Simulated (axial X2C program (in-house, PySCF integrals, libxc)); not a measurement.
## Potential curves of AuB⁻, with spin–orbit coupling

Computed with an in-house relativistic program for diatomic molecules. Two-component (2c) means X2C with spin–orbit coupling and atomic mean-field two-electron Coulomb and Gaunt terms. Basis: Au dyall-acv3z [14s15p10d6f4g], B dyall-av3z [8s7p3d2f] (cores contracted in-house); Gaussian nuclei, density fitting, unrestricted open shells. Masses: Au 196.967 u, B 11.009 u.

State: Ω = 1/2 (⟨Sz⟩ = -0.46, ⟨Lz⟩ = 0.96 at PW91). Energies in kJ/mol from the fragments at the same level (Au- + B). Fits are polynomials in 1 − R0/R over 0.85 to 1.23 times the lowest point R0.

```csv
R (Å),PW91,PBE0
1.8236,-260.03,-230.22
1.8818,-268.12,-238.07
1.9400,-269.86,-239.81
2.0079,-266.11,-236.32
2.0758,-257.98,-228.72
2.1631,-243.54,-215.27
```

The state is a single determinant with fixed occupations, the lowest that a limited PBE0 search found. Dissociation energies refer to the lowest single-determinant-based atoms at the same level and basis. Density functionals use the spin component along the axis (collinear). In 2c an atomic determinant is not the ground J level, so De misses part of the atomic spin–orbit lowering. This holds for PW91, PBE0. The functionals have no current-density term, which raises determinants with orbital currents, atoms included. The highest occupied level of some functionals is positive through self-interaction error; at Hartree–Fock it is bound.

What are Re, ωe and De at the PW91 level?

At PW91, 2c: Re = 1.930 Å, ωe ≈ 626 cm⁻¹, De = 2.80 eV to Au- + B; Be follows as 0.434 cm⁻¹.

What are Re, ωe and De at the PBE0 level?

At PBE0, 2c: Re = 1.931 Å, ωe ≈ 610 cm⁻¹, De = 2.49 eV to Au- + B; Be follows as 0.434 cm⁻¹.
